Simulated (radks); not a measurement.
Numerical settings for the lutetium ion Lu2+, [Xe] 4f14 6s1. Calculated with a radial shooting solver on a logarithmic mesh with Libxc functionals: Dirac Kohn-Sham, PBE, spin-unpolarised, spherical densities, finite nucleus; Fermi nuclear charge, rms radius 5.37 fm. The defaults (mesh step 0.008 in ln r, mesh end at 40 bohr or more with all orbitals vanishing there, Anderson mixing 0.5 over 9 steps, residual threshold near 1e-9 with the energy settled to 1e-9 hartree or 1e-11 of itself, here a cap of 64 iterations) give E = -14578.4815 hartree and 6s1/2 at -17.574 eV in 16 iterations. Run on one thread of a shared host, so times are rough (Arm Neoverse V1): 0.18 s of CPU time, 0.18 s wall, 16 iterations on 2299 mesh points. Changes against that run (0 stands for a change within the tolerance of the run):

| setting | iterations | converged | E (mhartree) | e(6s1/2) (meV) | CPU (s) |
|---|---|---|---|---|---|
| mesh step in ln r 0.12 | 4 | no | diverged | - | 0.01 |
| mesh step in ln r 0.02 | 16 | yes | 0 | 0 | 0.08 |
| mesh step in ln r 0.005 | 16 | yes | 0 | 0 | 0.28 |
| mesh end (bohr) 8 | 16 | yes | +0.434 | +24.5 | 0.17 |
| mesh end (bohr) 5 | 16 | yes | +49.5 | +1.76e+03 | 0.16 |
| residual threshold 1e-13 | 25 | yes | 0 | 0 | 0.23 |
| residual threshold 0.1 | 11 | yes | 0 | +0.0799 | 0.14 |
| mixing 0.2 | 19 | yes | 0 | 0 | 0.2 |
| linear mixing, mixing 0.2 | 64 | no | 0 | 0 | 0.5 |
| linear mixing, mixing 0.5 | 64 | no | 0 | 0 | 0.53 |
| mixing history 20 | 25 | yes | 0 | 0 | 0.24 |
| iteration cap 3 | 3 | no | +424 | -1.7e+03 | 0.05 |

Settings that end as converged yet miss the energy by more than 1 mhartree: mesh end (bohr) 5 (+0.0495 hartree). A mesh that ends early acts as a hard wall.
